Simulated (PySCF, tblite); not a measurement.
C3H10N2Si2.
Cartesian coordinates in Å at the GFN2-xTB level; atoms count from 1:
```xyz
17
C3H10N2Si2 angstrom
C      3.0417   -0.2492    0.8169
C      1.9553   -0.3427    0.0685
Si     0.2317   -0.6516    0.7445
N     -0.7451   -1.7557   -0.1866
Si    -2.0011   -0.6292   -0.6000
N     -0.9647    0.5072    0.2158
C     -1.1453    1.8931    0.5350
H      4.0238   -0.0624    0.4076
H      2.9974   -0.3591    1.8887
H      2.0535   -0.2263   -1.0044
H      0.2291   -0.9194    2.1855
H     -0.6825   -2.7472   -0.3159
H     -2.1426   -0.3631   -2.0297
H     -3.2799   -0.8907    0.0583
H     -0.1776    2.3946    0.6029
H     -1.7371    2.3831   -0.2401
H     -1.6633    2.0304    1.4926
```

The calculation used PBE0/pcSseg-1 in PySCF (dipole) on a GFN2-xTB geometry, gas phase.

Masses are those of the commonest isotopes; rigid-rotor values at the optimised geometry. The values belong to one conformer with, in the numbering `[CH2:1]=[CH:2][Si@@H:3]1[NH:4][SiH2:5][N:6]1[CH3:7]`, C1–C2–Si3–N4 -139°.

(1) What are A, B and C (MHz)?

(2) What kind of rotor is it?

(3) What does the inertial defect say?

(4) Give the other two planar moments, Paa and Pbb, and the rms extents of the mass along the axes.

(5) Where do the levels up to J = 4 lie, in cm⁻¹?

(6) Predict some low-J microwave lines.

Answers

(1) Ia = 162.31, Ib = 396.98, Ic = 505.90 u·Å²; 505379 MHz·u·Å²/I gives A = 3114, B = 1273, C = 999.0 MHz.

(2) An asymmetric top; Ray's κ = -0.741.

(3) Not planar: Δ = Ic − Ia − Ib = -53.39 u·Å². For a rigid frame Δ = −2 Σ m c², so Σ m c² = 26.69 u·Å² lies off the ab plane: 12.86 from hydrogen and 13.84 from heavier atoms. The atom farthest from that plane is 1.94 Å away.

(4) Paa = Σ m a² = (Ib + Ic − Ia)/2 = 370.29 and Pbb = Σ m b² = (Ia + Ic − Ib)/2 = 135.61 u·Å². With the mass M = 130.04 u, the rms extents √(P/M) along a, b and c are 1.69, 1.02, 0.45 Å.

(5) Above 0(0,0):
J = 1: 1(0,1) 0.0758, 1(1,1) 0.1372, 1(1,0) 0.1463
J = 2: 2(0,2) 0.2264, 2(1,2) 0.2796, 2(1,1) 0.3070, 2(2,1) 0.4912, 2(2,0) 0.4922
J = 3: 3(0,3) 0.4501, 3(1,3) 0.4927, 3(1,2) 0.5475, 3(2,2) 0.7186, 3(2,1) 0.7233, 3(3,1) 1.0490, 3(3,0) 1.0491
J = 4: 4(0,4) 0.7443, 4(1,4) 0.7758, 4(1,3) 0.8668, 4(2,3) 1.0210, 4(2,2) 1.0346, 4(3,2) 1.3539, 4(3,1) 1.3543, 4(4,1) 1.8141, 4(4,0) 1.8141
Those of J = 1 are B + C, A + C and A + B.

(6) The dipole components are |μa| = 0.51 D, |μb| = 0.07 D, |μc| = 0.06 D. Intensities carry the squares of the components, which stand as 1.00 : 0.02 : 0.02 (a : b : c). Some lines, for components of 0.1 D or more:

```csv
type,branch,"J(Ka,Kc)",MHz,lower level (cm⁻¹)
a,Q,"4(2,2) ← 4(2,3)",407,1.021
a,Q,"2(1,1) ← 2(1,2)",822,0.280
a,Q,"3(1,2) ← 3(1,3)",1643,0.493
a,R,"1(0,1) ← 0(0,0)",2272,0.000
a,Q,"4(1,3) ← 4(1,4)",2728,0.776
a,R,"2(1,2) ← 1(1,1)",4270,0.137
a,R,"2(0,2) ← 1(0,1)",4516,0.076
a,R,"2(1,1) ← 1(1,0)",4818,0.146
a,R,"3(1,3) ← 2(1,2)",6388,0.280
a,R,"3(0,3) ← 2(0,2)",6705,0.226
a,R,"3(2,1) ← 2(2,0)",6928,0.492
a,R,"3(1,2) ← 2(1,1)",7208,0.307
a,R,"4(1,4) ← 3(1,3)",8488,0.493
a,R,"4(0,4) ← 3(0,3)",8821,0.450
a,R,"4(2,3) ← 3(2,2)",9066,0.719
a,R,"4(3,2) ← 3(3,1)",9140,1.049
a,R,"4(3,1) ← 3(3,0)",9151,1.049
a,R,"4(1,3) ← 3(1,2)",9574,0.547
```

Its GFN2-xTB frequencies are all real (lowest 41 cm⁻¹). Zero-point vibration and centrifugal distortion are left out. A rigid rotor knows nothing of internal rotation, which can split or shift real lines. Quadrupole hyperfine structure (14N) is left out.
